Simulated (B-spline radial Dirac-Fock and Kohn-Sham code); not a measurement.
Magnetic form factor of the 3d shell of Cu²⁺

System: the Cu²⁺ ion, configuration [Ar] 3d7 4s2 (an excited configuration).

Calculated with a B-spline atomic structure program, using configuration-average Dirac-Fock orbitals. ⟨j_K⟩ is the integral of the 3d radial density with the spherical Bessel function j_K(4πsr), s = sin θ/λ.

```
s (Å⁻¹)     ⟨j0⟩    ⟨j2⟩    ⟨j4⟩
      0   1.0000  0.0000  0.0000
   0.05   0.9849  0.0060  0.0000
    0.1   0.9415  0.0230  0.0003
   0.15   0.8746  0.0483  0.0014
    0.2   0.7910  0.0782  0.0038
   0.25   0.6980  0.1089  0.0082
    0.3   0.6024  0.1373  0.0145
   0.35   0.5094  0.1611  0.0226
    0.4   0.4230  0.1793  0.0319
   0.45   0.3452  0.1914  0.0419
    0.5   0.2771  0.1979  0.0519
    0.6   0.1697  0.1966  0.0700
    0.7   0.0958  0.1824  0.0835
    0.8   0.0476  0.1615  0.0918
    0.9   0.0177  0.1384  0.0951
      1   0.0001  0.1158  0.0944
    1.1  -0.0095  0.0952  0.0909
    1.2  -0.0140  0.0772  0.0854
    1.4  -0.0151  0.0493  0.0718
    1.6  -0.0123  0.0307  0.0577
```

Radial moments of the shell: ⟨r²⟩ = 0.8254, ⟨r⁴⟩ = 1.507, ⟨r⁶⟩ = 5.137 in powers of bohr.
